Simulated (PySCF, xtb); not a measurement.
GeO3, SMILES [O]1[Ge]([O]1)=[O].

Harmonic wavenumbers (cm⁻¹) from GFN2-xTB run with xtb 6.7.1 at its own minimum, in rising order: 156, 158, 571, 635, 897, 961.

Q: What does PySCF with PBE-D3(BJ)/def2-SVP give at its own minimum? (The exact figures need the calculation; the answer reports its results.)

A: 185, 186, 539, 627, 788, 991. Paired by order, the mean absolute difference is 39 cm⁻¹ and the zero-point energies are 4.8 and 4.7 kcal/mol.
